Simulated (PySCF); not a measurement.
Constitutional and geometric isomers with formula C3H3F. All species are isolated molecules in the gas phase. Strings in code marks are SMILES.

The S1–T1 gap (TDA) from two functionals at the same geometries (PBE0-D3(BJ)/def2-TZVP), both in PySCF: PBE-D3(BJ)/def2-TZVP and PBE0-D3(BJ)/def2-TZVP. Excitations are Tamm–Dancoff values on a coarser integration grid. The basis has no diffuse functions, so Rydberg states are missing or too high.

```
species    PBE-D3(BJ)/def2-TZVP (eV)
---------  -------------------------
`FC1=CC1`                       2.35
`C(CF)#C`                       0.73
`FC#CC`                         0.91
`C=C=CF`                        0.45
```

### Question
What does PBE0-D3(BJ)/def2-TZVP give for each?

### Answer

- `FC1=CC1`: 2.65
- `C(CF)#C`: 0.94
- `FC#CC`: 1.35
- `C=C=CF`: 0.55
Over these rows, drawn at random from the members with no instability flagged (it was tested for open shells, ions and some series alone), PBE minus PBE0-D3(BJ): mean -0.26 eV, from -0.43 eV to -0.10 eV.
